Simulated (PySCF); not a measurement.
HgI, SMILES [I][Hg+], charge +1. Atoms are numbered in the order given.

```xyz
2

Hg     0.0000     0.0000    -1.0354
I      0.0000     0.0000     1.5629
```
Charge +1, spin multiplicity 1.

The structure is a stationary point at B3LYP-D3(BJ)/def2-TZVP. The spin state was assumed, not searched. The def2 effective core potentials stand for the cores of Hg, I; spin–orbit coupling is left out.

Level of theory: TDDFT-B3LYP/def2-TZVPD in PySCF 2.14.0.

Vertical excitations; the highest root listed may be one member of a degenerate set. Isolated molecule, no solvent. State labels are in the subgroup C2v.

Computed UV-visible absorptions:
```tsv
state	symmetry	energy (eV)	λ (nm)	f	main pairs
S1	B1	1.11	1116	0.001	HOMO−1→LUMO (degenerate set)
S2	B2	1.11	1116	0.001	HOMO→LUMO (degenerate set)
S3	A1	4.60	269	0.188	HOMO−2→LUMO 83 %
S4	A2	5.86	212	0.000	HOMO−1→LUMO+2 50 %, HOMO→LUMO+1 50 %
S5	A2	5.89	210	0.000	HOMO→LUMO+1, HOMO−1→LUMO+2 (degenerate set)
S6	A1	5.89	210	0.000	HOMO→LUMO+2, HOMO−1→LUMO+1 (degenerate set)
S7	A1	6.64	187	0.331	HOMO−1→LUMO+1 38 %, HOMO→LUMO+2 38 %, HOMO−7→LUMO 16 %, HOMO−2→LUMO 9 %
S8	A2	6.95	178	0.000	HOMO−4→LUMO (degenerate set)
S9	A1	6.95	178	0.000	HOMO−3→LUMO (degenerate set)
S10	B1	7.42	167	0.002	HOMO−6→LUMO 99 %
T1	B1	0.61	2019	0	HOMO−1→LUMO (degenerate set)
T2	B2	0.61	2019	0	HOMO→LUMO (degenerate set)
T3	A1	2.95	420	0	HOMO−2→LUMO 100 %
T4	A1	5.65	220	0	HOMO−1→LUMO+1 49 %, HOMO→LUMO+2 49 %
```
Triplets are in the Tamm–Dancoff approximation, which puts them higher than full response would, so one can lie above its singlet here.
